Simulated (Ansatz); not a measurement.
F₄Ta (SMILES [F][Ta]([F])([F])[F]), doublet, geometry from GFN2-xTB (such geometries of metal compounds can be far from the true shape) (the multiplicity is a formal guess) (core potentials on Ta).

The Ansatz (an electronic-structure program) input:
Ansatz 0.2 input:
```yaml
crystal:
  periodic: [false, false, false]
  atoms:
    - {symbol: Ta, position_ang: [0.00000000, 0.00000000, -0.00000000]}
    - {symbol: F, position_ang: [0.51886739, 1.16694161, -1.28956491]}
    - {symbol: F, position_ang: [0.10389302, -1.25026783, 1.31148402]}
    - {symbol: F, position_ang: [-0.44161278, -1.25382413, -1.23566053]}
    - {symbol: F, position_ang: [-0.18114763, 1.33715035, 1.21374142]}
basis:
  gaussian:
    orbitals: def2-SVP
hamiltonian:
  xc: pbe0
magnetization: {spin_polarized: true, initial_magnetization: 1}
accuracy: high
```

### Question
Give the number of basis functions at the level PBE0/def2-SVP (Ansatz).

### Answer
88

### Question
What is the computed <S^2> (PBE0/def2-SVP)?

### Answer
0.752

### Question
Give the total energy at the level PBE0/def2-SVP.

### Answer
-455.911692 Ha
